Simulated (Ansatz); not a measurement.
The first iterations of a band of ClH₅InNOSi (10 atoms, charge 0, multiplicity 1).

Method: Ansatz, RKS PBE0-D4/def2-SVP.

```yaml
movable_images: 5
climbing_image: yes
spring: 5.0 eV/Å²
optimiser: quadratic models (default)
start_path: through a guess of the saddle point
force_threshold: 0.2 eV/Å
iteration_limit: 60
end_points: relaxed
```

First end point:

```xyz
10
Properties=species:S:1:pos:R:3
N -1.499 1.712 1.770
In -0.061 0.997 0.560
Cl 1.793 2.259 -0.105
O -0.250 -0.774 -0.312
Si 0.614 -1.681 -1.393
H -1.197 2.427 2.427
H -2.038 1.005 2.265
H -0.189 -2.890 -1.747
H 1.920 -2.133 -0.815
H 0.907 -0.921 -2.650
```

Last end point:

```xyz
10
Properties=species:S:1:pos:R:3
N -1.188 0.790 1.535
In 0.321 0.593 0.171
Cl 1.439 2.367 -0.871
O -0.547 -0.719 -1.400
Si 0.807 -1.913 -1.080
H -1.353 1.766 1.782
H -0.982 0.299 2.405
H -1.433 -1.059 -1.220
H 1.118 -1.148 0.418
H 1.818 -0.976 -1.740
```

| iteration | highest image above the first end (eV) | largest band force component (eV/Å) |
| --- | --- | --- |
| 1 | 5.971 | 10.346 |
| 2 | 3.938 | 4.348 |
| 3 | 3.206 | 2.013 |
| 4 | 2.540 | 1.367 |
| 5 | 2.962 | 2.880 |
| 6 | 2.954 | 0.905 |

**Question.** Does the band converge within its limit, and where does its top end?

**Answer.** The run converged. It ended after 20 iterations with the highest image 3.171 eV above the first end. The threshold of 0.2 eV/Å is loose, so the images may lie well off the minimum-energy path. Neighbouring images differ by up to 2.7 eV, so the band resolves the path poorly. The order of the stationary point at the top wasn't checked. The orbitals stay closed-shell, which can raise the energy where a bond breaks towards radicals; this wasn't checked here.

Run time: 3.9 min on 2 threads of INTEL(R) XEON(R) PLATINUM 8581C CPU @ 2.30GHz (Emerald Rapids), on a shared host, peak memory 0.32 GiB.
